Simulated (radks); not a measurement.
Values are calculated unless marked as measured or tabulated.
Pm12+, configuration [Kr] 4d10 4f1 5s2.

Code: a radial shooting solver on a logarithmic mesh with Libxc functionals. Model: scalar-relativistic Kohn-Sham, PBE, spin-unpolarised, spherical densities, point nucleus.

Energy parts (hartree):
part                       energy
total                  -9980.5027
kinetic                10649.2658
electron-nucleus      -23857.4388
Hartree                 3448.2902
exchange-correlation    -220.6198

Orbitals (lengths in bohr, moments of r in powers of bohr):
| orbital | occ. | eigenvalue (hartree) | <r> | <r^2> |
|---|---|---|---|---|
| 1s | 2 | -1662.975 | 0.02318 | 0.0007316 |
| 2s | 2 | -277.3822 | 0.09896 | 0.01156 |
| 2p | 6 | -248.5855 | 0.08711 | 0.009263 |
| 3s | 2 | -67.09424 | 0.2604 | 0.07746 |
| 3p | 6 | -58.05272 | 0.2586 | 0.07751 |
| 3d | 10 | -45.66479 | 0.2361 | 0.06557 |
| 4s | 2 | -19.75678 | 0.5839 | 0.3840 |
| 4p | 6 | -16.73367 | 0.6138 | 0.4270 |
| 4d | 10 | -12.44765 | 0.6562 | 0.4952 |
| 4f | 1 | -7.73282 | 0.7267 | 0.6234 |
| 5s | 2 | -8.12186 | 1.202 | 1.607 |
| 5p | 0 | -7.11208 | 1.294 | 1.867 |
| 6s | 0 | -4.48635 | 2.075 | 4.782 |

The highest occupied level is 4f at -210.42 eV. The density falls to 0.001 e/bohr^3 at r = 2.28 bohr. For comparison, the ionisation energy in NIST's Atomic Spectra Database is 229 eV (theoretical). In exact Kohn-Sham theory the highest level is minus the ionisation energy, but local and semilocal functionals leave it too shallow, through self-interaction and a potential that decays too fast; potentials with the right tail come closer.

Beside tabulated values, note that spin-unpolarised runs miss the spin-polarisation part of the exchange energy of open shells.
